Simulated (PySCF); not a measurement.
## Si2BH7S

Si2BH7S is a small molecule, neutral, singlet. The structure, one conformer, was relaxed in the gas phase by PBE0-D3(BJ)/def2-SVP. No frequency run checks that it is a minimum.

SMILES: [SiH3]B([SiH3])S

```xyz
11

Si   -1.216    0.605   -1.062
B     0.213    0.321    0.328
Si    1.037   -1.498    0.628
S     0.808    1.630    1.350
H    -2.442   -0.180   -0.705
H    -0.754    0.133   -2.406
H    -1.604    2.050   -1.176
H     1.535   -2.051   -0.672
H     2.173   -1.483    1.604
H    -0.012   -2.437    1.143
H     0.063    2.674    0.903
```
Atoms count from 1 in this order.

Shieldings: GIAO PBE0/pcSseg-2. Shifts are against computed references at the same level: H TMS (σ 31.24 ppm), Si TMS (σ 341.3 ppm). Core levels by delta-SCF with SCAN, pcX-2 on the ionised atom and pcseg-1 elsewhere, spin-free X2C (2p3/2 is the spin-free 2p value less a third of a first-order spin-orbit splitting); from the vacuum level, for chosen atoms.

Give the shieldings and core levels atom by atom.


| atoms | bonded to | σ (ppm) | δ (ppm) | core level (eV) |
| --- | --- | --- | --- | --- |
| Si1 | 1 B + 3 H | 424.7 | -83.4 | 2p3/2 106.45 |
| B2 | 1 S + 2 Si | -4.4 | - | 1s 195.67 |
| Si3 | 1 B + 3 H | 439.7 | -98.4 | 2p3/2 106.36 |
| S4 | 1 B + 1 H | 307.5 | - | 2p3/2 169.83 |
| H5 H6 H7 | 1 Si | 27.30 | 3.95 | - |
| H8 H9 H10 | 1 Si | 27.40 | 3.85 | - |
| H11 | 1 S | 25.19 | 6.05 | - |

Values are those of this one static structure, with the three H of a rotating XH3 group averaged; atoms that internal rotation interchanges would show their mean in an NMR spectrum.

The core-hole state of B2 is spin-contaminated (⟨S²⟩ 0.84 against 0.75 for a pure doublet), so that value and differences from it are less sure.

By CAM-B3LYP/def2-SVPD (TDDFT singlets, Tamm-Dancoff triplets, ionisation by delta-SCF), where does absorption start, and what does vertical ionisation take?

The first singlet with intensity lies at 5.58 eV (f 0.005); what lies below it is dark. The lowest singlet lies at 4.19 eV (f 0.000), the strongest of the first 6 at 5.90 eV (f 0.191), the lowest triplet at 3.55 eV; vertical ionisation takes 9.79 eV.
